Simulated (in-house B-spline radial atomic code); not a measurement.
## BLYP excitations of Ar⁶⁺

Method: BLYP. Computed with a B-spline radial code for spherical atoms: linear response of the closed shell [Ne] 3s2 with the functional's adiabatic kernel; non-relativistic, point nucleus, no spin-orbit coupling, no double excitations, S, P, D and F terms only.

Command:
```bash
python run_td.py task.json out
```
Settings (radii: box in bohr, nucleus in fm):
```
Z                        18
electrons                12
configuration            [Ne] 3s2
hamiltonian              nr
method                   b88,lyp
box_radius               14.35
intervals                51
```

Run time, properties included: 0.3 s on 1 thread of Arm Neoverse N1 (shared host).

The lowest states, in the order of their Tamm-Dancoff energies; the method's threshold (minus the highest occupied level) is 115.68 eV. Labels give the largest channel, * marks a mixed state, and oscillator strengths are full-response dipole values. Semilocal kernels can invert the small singlet-triplet splittings of Rydberg terms. Energies in eV:

```tsv
state	full response	Tamm-Dancoff	oscillator strength
3s → 3p 3P	12.952	13.343	-
3s → 3p 1P	21.030	21.837	1.14
3s → 3d 3D	36.79	36.97	-
3s → 3d 1D	40.57	40.58	-
3s → 4s 3S	62.06	62.07	-
3s → 4s 1S	64.04	64.08	-
3s → 4p 3P	67.91	67.92	-
3s → 4p 1P	68.86	68.89	0.199
3s → 4d 3D	76.15	76.16	-
3s → 4d 1D	76.71	76.72	-
3s → 4f 3F	78.58	78.61	-
3s → 4f 1F	?	?	-
3s → 5s 3S	?	?	-
3s → 5s 1S	86.57	86.58	-
3s → 5p 3P	88.51	88.52	-
3s → 5p 1P	88.83	88.84	0.0705
```

Question: Where does 3s → 4f 1F lie?

Answer: At 79.60 eV in full response, 79.60 eV in Tamm-Dancoff.

Question: Where does 3s → 5s 3S lie?

Answer: At 85.96 eV in full response, 85.96 eV in Tamm-Dancoff.

Question: How large is the singlet-triplet splitting of 3s → 3p (P terms) in Tamm-Dancoff?

Answer: 8.49 eV, from the unrounded values.

Question: What polarisabilities and dispersion coefficient does the method give?

Answer: Dipole 2.006 bohr³, quadrupole 1.79 bohr⁵, C6 2.514 hartree·bohr⁶ for two such species.
